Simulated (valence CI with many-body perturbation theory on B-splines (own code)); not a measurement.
# Forbidden lines of Sm⁵⁴⁺

Method: relativistic CI+MBPT: six valence electrons over a frozen Dirac-Fock core [He], radial functions for each j: 9 s, 9 p, 8 d, 6 f, 3 g, 1 h, with the one-electron correlation potential Σ1, the two-electron term Σ2, the three-electron term Σ3, Breit, model QED; selected CI, second order for the rest, scaled by the run's own slope (own B-spline code, finite nucleus).

The last digits are not significant, and no measured levels were compared; by estimate large intervals hold to a few tenths of a per cent, small ones and those within an open d or f shell to about a per cent. Among the levels kept, up to 2100 cm⁻¹ of a level comes from second order outside the variational space, and about a tenth of that is noise between levels of different J, which matters for small intervals.

Lines 1 to 48 of 48 in falling wavelength, among levels below 56506 × 10³ cm⁻¹, chosen from the decays that carry over 1 % of a level's rate. Wavelengths and rates use the calculated energies. Electric multipoles are in the length gauge with retardation, E1 and E2 with the static RPA response of the core. M1 uses the relativistic operator with retardation. S is in atomic units (e²a₀⁴ for E2 and M2, e²a₀⁶ for E3), for M1 in squared Bohr magnetons. Weak lines are less certain than strong ones. Lines between different terms over intervals too small for the method are left out, as are lines whose strength nearly cancels.

Levels are named by their leading jj configuration (3d3/2^4 stands for four electrons in 3d with j = 3/2), which in mixed levels can hold well under half, so a name can repeat and another be missing. Letters in brackets count levels of one name in rising energy.

```tsv
λ vac (Å)	Upper	Lower	Type	A (s⁻¹)	S (a.u.)
265.3	(2s^2 2p1/2^2 2p3/2^2) J=0	(2s^2 2p1/2^2 2p3/2^2) J=2	E2	4.83e+01	5.66e-05
21.50	(2s^2 2p1/2 2p3/2^3) J=1	(2s^2 2p1/2^2 2p3/2^2) J=0	M1	6.39e+08	7.07e-01
19.89	(2s^2 2p1/2 2p3/2^3) J=1	(2s^2 2p1/2^2 2p3/2^2) J=2	M1	1.92e+09	1.68e+00
19.34	(2s^2 2p1/2 2p3/2^3) J=2	(2s^2 2p1/2^2 2p3/2^2) J=2	M1	1.16e+09	1.56e+00
18.82	(2s^2 2p3/2^4) J=0	(2s^2 2p1/2 2p3/2^3) J=1	M1	5.01e+09	1.24e+00
2.055	(2s^2 2p1/2^2 2p3/2 3p1/2) J=2	(2s^2 2p1/2^2 2p3/2^2) J=0	E2	1.57e+11	2.57e-05
2.052	(2s^2 2p1/2 2p3/2^2 3p1/2) J=1 [a]	(2s^2 2p1/2 2p3/2^3) J=2	E2	8.87e+10	8.64e-06
2.049	(2s^2 2p1/2 2p3/2^2 3p1/2) J=2 [a]	(2s^2 2p1/2 2p3/2^3) J=2	E2	1.14e+10	1.85e-06
2.046	(2s^2 2p1/2 2p3/2^2 3p1/2) J=1 [a]	(2s^2 2p1/2 2p3/2^3) J=1	E2	8.74e+10	8.39e-06
2.046	(2s^2 2p1/2 2p3/2^2 3p1/2) J=1 [a]	(2s^2 2p1/2 2p3/2^3) J=1	M1	6.26e+09	5.97e-03
2.044	(2s^2 2p1/2 2p3/2^2 3p1/2) J=3	(2s^2 2p1/2 2p3/2^3) J=2	E2	5.03e+11	1.12e-04
2.043	(2s^2 2p1/2 2p3/2^2 3p1/2) J=2 [a]	(2s^2 2p1/2 2p3/2^3) J=1	E2	4.13e+11	6.56e-05
2.040	(2s^2 2p1/2^2 2p3/2 3p1/2) J=1	(2s^2 2p1/2^2 2p3/2^2) J=2	E2	4.40e+11	4.16e-05
2.040	(2s^2 2p1/2^2 2p3/2 3p1/2) J=1	(2s^2 2p1/2^2 2p3/2^2) J=2	M1	6.24e+09	5.89e-03
2.039	(2s^2 2p1/2^2 2p3/2 3p1/2) J=2	(2s^2 2p1/2^2 2p3/2^2) J=2	E2	5.92e+11	9.32e-05
2.038	(2s^2 2p1/2 2p3/2^2 3p1/2) J=3	(2s^2 2p1/2 2p3/2^3) J=1	E2	8.32e+10	1.83e-05
2.034	(2s^2 2p1/2 2p3/2^2 3p1/2) J=2 [b]	(2s^2 2p1/2 2p3/2^3) J=2	E2	2.77e+11	4.30e-05
2.031	(2s^2 2p1/2 2p3/2^2 3p1/2) J=1 [b]	(2s^2 2p1/2 2p3/2^3) J=2	E2	2.34e+11	2.17e-05
2.028	(2s^2 2p1/2 2p3/2^2 3p1/2) J=2 [b]	(2s^2 2p1/2 2p3/2^3) J=1	E2	4.71e+10	7.22e-06
2.025	(2s^2 2p1/2 2p3/2^2 3p1/2) J=1 [b]	(2s^2 2p1/2 2p3/2^3) J=1	E2	2.36e+11	2.15e-05
2.019	(2s^2 2p1/2 2p3/2^2 3p1/2) J=0	(2s^2 2p1/2 2p3/2^3) J=2	E2	4.67e+11	1.40e-05
1.992	(2s^2 2p1/2 2p3/2^2 3p3/2) J=0	(2s^2 2p1/2 2p3/2^3) J=2	E2	1.14e+11	3.20e-06
1.990	(2s^2 2p1/2 2p3/2^2 3p3/2) J=3 [a]	(2s^2 2p1/2 2p3/2^3) J=2	E2	1.19e+11	2.33e-05
1.990	(2s^2 2p1/2^2 2p3/2 3p3/2) J=2	(2s^2 2p1/2^2 2p3/2^2) J=0	E2	1.76e+11	2.45e-05
1.988	(2s^2 2p1/2 2p3/2^2 3p3/2) J=1 [a]	(2s^2 2p1/2 2p3/2^3) J=2	E2	2.32e+10	1.93e-06
1.986	(2s^2 2p1/2 2p3/2^2 3p3/2) J=4	(2s^2 2p1/2 2p3/2^3) J=2	E2	1.57e+11	3.88e-05
1.984	(2s^2 2p1/2 2p3/2^2 3p3/2) J=3 [b]	(2s^2 2p1/2 2p3/2^3) J=2	E2	5.64e+10	1.08e-05
1.982	(2s^2 2p1/2 2p3/2^2 3p3/2) J=1 [a]	(2s^2 2p1/2 2p3/2^3) J=1	E2	1.27e+11	1.04e-05
1.982	(2s^2 2p1/2^2 2p3/2 3p3/2) J=3	(2s^2 2p1/2^2 2p3/2^2) J=2	E2	3.25e+11	6.21e-05
1.982	(2s^2 2p1/2^2 2p3/2 3p3/2) J=1	(2s^2 2p1/2^2 2p3/2^2) J=2	E2	3.36e+11	2.76e-05
1.980	(2s^2 2p1/2 2p3/2^2 3p3/2) J=1 [b]	(2s^2 2p1/2 2p3/2^3) J=2	E2	2.81e+11	2.29e-05
1.979	(2s^2 2p1/2 2p3/2^2 3p3/2) J=3 [b]	(2s^2 2p1/2 2p3/2^3) J=1	E2	8.83e+10	1.67e-05
1.974	(2s^2 2p1/2 2p3/2^2 3p3/2) J=2 [b]	(2s^2 2p1/2 2p3/2^3) J=2	E2	4.07e+11	5.45e-05
1.974	(2s^2 2p1/2 2p3/2^2 3p3/2) J=1 [b]	(2s^2 2p1/2 2p3/2^3) J=1	E2	1.93e+11	1.55e-05
1.969	(2s^2 2p1/2 2p3/2^2 3p3/2) J=2 [b]	(2s^2 2p1/2 2p3/2^3) J=1	E2	1.31e+11	1.74e-05
1.968	(2s^2 2p1/2^2 2p3/2 3p3/2) J=0	(2s^2 2p1/2^2 2p3/2^2) J=2	E2	8.80e+11	2.32e-05
1.937	(2s^2 2p1/2^2 2p3/2 3d5/2) J=4	(2s^2 2p1/2^2 2p3/2^2) J=2	M2	1.53e+10	3.36e-06
1.937	(2s^2 2p1/2^2 2p3/2 3d5/2) J=4	(2s^2 2p1/2^2 2p3/2^2) J=2	E3	1.10e+09	3.22e-06
1.806	(2s^2 2p1/2 2p3/2^2 3p3/2) J=0	(2s^2 2p1/2^2 2p3/2^2) J=2	E2	3.60e+11	6.18e-06
1.804	(2s^2 2p1/2 2p3/2^2 3p3/2) J=3 [a]	(2s^2 2p1/2^2 2p3/2^2) J=2	E2	2.42e+11	2.90e-05
1.804	(2s^2 2p1/2 2p3/2^2 3p3/2) J=2 [b]	(2s^2 2p1/2^2 2p3/2^2) J=0	E2	9.19e+10	7.83e-06
1.803	(2s^2 2p1/2 2p3/2^2 3p3/2) J=1 [a]	(2s^2 2p1/2^2 2p3/2^2) J=2	E2	2.47e+11	1.26e-05
1.801	(2s^2 2p1/2 2p3/2^2 3p3/2) J=4	(2s^2 2p1/2^2 2p3/2^2) J=2	E2	4.08e+11	6.21e-05
1.800	(2s^2 2p1/2 2p3/2^2 3p3/2) J=3 [b]	(2s^2 2p1/2^2 2p3/2^2) J=2	E2	1.20e+11	1.42e-05
1.799	(2s^2 2p1/2 2p3/2^2 3p3/2) J=2 [c]	(2s^2 2p1/2^2 2p3/2^2) J=0	E2	3.01e+11	2.54e-05
1.796	(2s^2 2p1/2 2p3/2^2 3p3/2) J=1 [b]	(2s^2 2p1/2^2 2p3/2^2) J=2	E2	1.18e+11	5.90e-06
1.791	(2s^2 2p1/2 2p3/2^2 3p3/2) J=2 [b]	(2s^2 2p1/2^2 2p3/2^2) J=2	E2	1.45e+11	1.19e-05
1.787	(2s^2 2p1/2 2p3/2^2 3p3/2) J=2 [c]	(2s^2 2p1/2^2 2p3/2^2) J=2	E2	5.44e+10	4.43e-06
```
